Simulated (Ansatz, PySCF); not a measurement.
Spin states of H2O2W (SMILES [OH][W][OH]), each relaxed with B3LYP-D3(BJ)/def2-TZVP.
State 1 (charge 0, multiplicity 3):
| atom | x (Å) | y (Å) | z (Å) |
|---|---|---|---|
| W | -0.0104 | 0.0058 | -0.0111 |
| O | 1.3237 | 0.2571 | -1.2438 |
| H | 2.0184 | 0.3880 | -1.8862 |
| O | -1.3450 | -0.2452 | 1.2212 |
| H | -2.0404 | -0.3759 | 1.8628 |
State 2 (charge 0, multiplicity 5):
```xyz
5

W      0.3254     0.3287     0.4177
O      1.5085     0.0491    -1.0783
H      1.3420     0.3745    -1.9710
O     -1.1505    -0.4521     1.3810
H     -2.0791    -0.2705     1.1936
```

Singlets are restricted, other states unrestricted; no spin–orbit coupling, no relativity up to Kr; see below for the cores. The largest T1 diagnostic is 0.022.

Run with Ansatz (a program for electronic structure); PySCF for the dispersion terms. Each number belongs to the level named beside it. In def2 rows elements past Kr take small-core potentials, without spin–orbit coupling.

Problem. One of these levels gives 0.572 eV for the energy of the multiplicity-5 state less that of the multiplicity-3 state. Which one is it?
(A) BHLYP-D3(BJ)/def2-TZVPP
(B) SVWN5/def2-TZVPP
(C) BLYP-D3(BJ)/def2-TZVPP
(D) r2SCAN-D3(BJ)/def2-TZVPP

Solution. A, BHLYP-D3(BJ)/def2-TZVPP. The others give 0.904 (SVWN5/def2-TZVPP), 0.779 (BLYP-D3(BJ)/def2-TZVPP), 0.088 (r2SCAN-D3(BJ)/def2-TZVPP)
